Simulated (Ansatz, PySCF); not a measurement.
Gas-phase reaction (SMILES): CCB(OC)OC + F (HF) -> COB(F)OC [fluoro(dimethoxy)borane] + CC (C2H6) [ethane]; hydrogen fluoride cleaves one B-C bond, a model of a ligand-exchange step.

Structures are relaxed separately at B3LYP-D3(BJ)/def2-TZVP in Ansatz (a program for electronic structure), one conformer each, not searched for the lowest. Valence correlation only, unless marked. Spin-orbit coupling is left out. Non-relativistic. CBS marks a two-point X^-3 extrapolation of the correlation energy; Hartree-Fock from the larger set. [CCSD(T)-MP2]/basis is that difference in the basis named. Thermal terms are rigid-rotor harmonic-oscillator values from B3LYP-D3(BJ) frequencies (Ansatz or PySCF) at 298.15 K and 1 atm. 1 Eh = 627.5095 kcal/mol.

| species | E, RI-MP2/CBS(cc-pVTZ,cc-pVQZ)+[CCSD(T)-MP2]/cc-pVTZ (Ansatz) (Eh) | E, wB97X-V/def2-TZVPD (Ansatz) (Eh) | H - E (Eh) |
|---|---|---|---|
| CCB(OC)OC | -334.05260 | -334.45963 | 0.16584 |
| F (HF) | -100.39237 | -100.45520 | 0.01259 |
| COB(F)OC | -354.78622 | -355.14641 | 0.10112 |
| CC (C2H6) | -79.71807 | -79.82947 | 0.07887 |

Question: Work out ΔE and ΔH at 298.15 K at the first level, then ΔH at the second.

Answer: 
1. ΔE = [(-354.78622) + (-79.71807)] - [(-334.05260) + (-100.39237)] = -0.05932 Eh = -37.2 kcal/mol at RI-MP2/CBS(cc-pVTZ,cc-pVQZ)+[CCSD(T)-MP2]/cc-pVTZ.
2. The terms H - E add up to 0.00156 Eh, so ΔH = (-0.05932 + (0.00156))×627.5095 = -36.2 kcal/mol.
3. At wB97X-V/def2-TZVPD the same steps give ΔE = -38.3 and ΔH = -37.3 kcal/mol, a shift of -1.1 from the first level.
4. These values are not checked against measurement here, since the tables used lack a sound gas-phase enthalpy of formation for at least one species.
